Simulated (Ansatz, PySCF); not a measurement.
Gas-phase reaction in SMILES: C=CCB(O)O [prop-2-enylboronic acid] + 2 B (BH3) + 2 C (CH4) -> BC (CH5B) [methylborane] + 2 BO (H3BO) + C=C (C2H4) + CC (C2H6) [ethane]
Each molecule is optimised on its own at B3LYP-D3(BJ)/def2-TZVP (Ansatz, a quantum-chemistry and plane-wave program), one conformer each, not searched for the lowest. Frequencies are from Ansatz or PySCF.

Wanted: bond separation energy (enthalpy at 298 K, with B3LYP-D3(BJ) rigid-rotor harmonic-oscillator terms), in kcal/mol. Correlated levels leave the core frozen unless marked. No spin-orbit coupling. No relativistic terms. CBS(X,Y): correlation extrapolated as X^-3; Hartree-Fock from the larger set. The bracket is a focal-point correction in the basis named.

```tsv
level	program	bond separation energy (kcal/mol)	minus last row
HF/6-31G	Ansatz	5.9	5.0
HF/aug-cc-pVTZ	Ansatz	1.8	0.9
B3LYP-D3(BJ)/def2-TZVPD	Ansatz + dftd3	-0.1	-1.0
B3LYP-D4/def2-TZVPD	Ansatz + dftd4	0.3	-0.6
PBE0-D3(BJ)/def2-TZVP	Ansatz + dftd3	-0.2	-1.1
CAM-B3LYP-D4/def2-TZVPD	Ansatz + dftd4	0.2	-0.7
CAM-B3LYP/def2-TZVPD	Ansatz	-1.2	-2.1
LC-wPBE-D4/def2-TZVPD	Ansatz + dftd4	0.7	-0.2
LC-wPBE/def2-TZVPD	Ansatz	-0.9	-1.8
MP2/cc-pVTZ	Ansatz	1.9	1.0
SCS-MP2/6-31G*	Ansatz	1.4	0.5
CCSD/6-31G	Ansatz	2.2	1.3
CCSD/aug-cc-pVTZ	Ansatz	1.8	0.9
CCSD(T)/cc-pVTZ	Ansatz	0.9	0.0
RI-MP2/CBS(cc-pVTZ,cc-pVQZ)+[CCSD(T)-MP2]/cc-pVTZ	Ansatz	0.9	0.0
```
